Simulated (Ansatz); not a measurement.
`F[BH][AlH][F]` + NH₃ → `[NH2][AlH][BH]F` + H–F at 400 K and 1 bar (ligand exchange at the Al–F bond).

Calculated with Ansatz (gas phase, PBE0-D4/def2-TZVP geometries, no zero-point term in ΔE). CCSD(T)/CBS adds triple-zeta CCSD(T) − MP2 to the extrapolated MP2 energy (def2 sets, frozen cores). This one scheme is used for every species. One conformer a species, not always the lowest.

```
          species  CCSD(T)/CBS energy (Eh)  H − E (kJ/mol)  S (J/(mol·K))
  `F[BH][AlH][F]`               -467.68823            88.7          348.0
              NH₃                -56.50880           104.2          203.1
`[NH2][AlH][BH]F`               -423.76780           154.3          363.1
              H–F               -100.39570            36.5          182.2
```

H − E and S are ideal-gas, rigid-rotor, harmonic terms from PBE0-D4/def2-TZVP, for one conformer and one mirror image of each species. 1 Eh = 2625.50 kJ/mol, R = 8.31446 J/(mol·K).

By hand: ΔE, ΔH, ΔS and ΔG.

ΔE = (-423.76780) + (-100.39570) − (-467.68823) − (-56.50880) = 0.03353 Eh = 88.0 kJ/mol. Δ(H − E) = 154.3 + 36.5 − 88.7 − 104.2 = -2.1, so ΔH = 85.9 kJ/mol. ΔS = 363.1 + 182.2 − 348.0 − 203.1 = -5.8 J/(mol·K). ΔG = 85.9 − 400 × (-5.8)/1000 = 88.2 kJ/mol.

By hand: the equilibrium constant, and the temperature at which ΔG would vanish if ΔH and ΔS stayed fixed.

log₁₀ K = −ΔG/(RT ln 10) = -11.5. ΔH and −TΔS have one sign here, so there is no such temperature.

The number of gas molecules stays the same, so ΔS is small and ΔH decides. A doubt of 5 kJ/mol in ΔE shifts log₁₀ K by 0.7 here. Other conformers and mirror images would add mixing entropy, several J/(mol·K) or more a flexible species. Modes under 60 cm⁻¹, often nearly free rotors, make the harmonic entropy too high. These are equilibria of isolated gas molecules and say nothing of rates. Largest T1 diagnostic: 0.014 (customary marks: 0.02 for closed shells, 0.045 for open ones).

ΔS is within the doubt of such terms, so its sign, and with it that verdict, could turn.
